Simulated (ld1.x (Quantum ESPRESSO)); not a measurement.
## PBE PAW dataset for Hf (Z = 72), scalar-relativistic all-electron reference.

```json
{
 "Element": "Hf",
 "Generator": "ld1.x (Quantum ESPRESSO) 7.5",
 "Type": "PAW",
 "Functional": "PBE",
 "Relativity": "scalar-relativistic",
 "Frozen core": "[Xe] 4f14",
 "Valence charge": "4",
 "Reference configuration": "5d2 6s2 6p0",
 "Partial waves": "6s (bound): rcut 1.90, rcutus 2.35 bohr; 6s channel at 1.45 Ry: rcut 1.90, rcutus 2.35 bohr; 6p (bound, empty): rcut 2.40, rcutus 3.20 bohr; 6p channel at 0.35 Ry: rcut 2.40, rcutus 3.20 bohr; 5d (bound): rcut 2.65, rcutus 3.00 bohr; 5d channel at 2.85 Ry: rcut 2.65, rcutus 3.00 bohr",
 "Local potential": "all-electron potential smoothed inside 2.15 bohr (lloc = -1)",
 "Core correction": "Bessel-smoothed model core inside 1.45 bohr",
 "Augmentation charge": "PSQ, inside the norm-conserving radii"
}
```

All-electron outer shells of the reference configuration (PBE, scalar-relativistic, ld1.x):

```tsv
shell	level (eV)	outermost node (bohr)	outermost maximum (bohr)
5p	-35.57	0.60	1.16
4f	-16.83	–	0.45
6s	-5.11	1.37	2.89
5d	-2.69	0.67	1.69
6p	-1.40	1.66	4.05
```

(1) Does this generation succeed?

Answers

(1) No. ld1.x (Quantum ESPRESSO) 7.5 stopped with "new_paw_hamiltonian: negative rho": the spherical valence density built from the smooth waves and the augmentation charge turned negative at some radius.
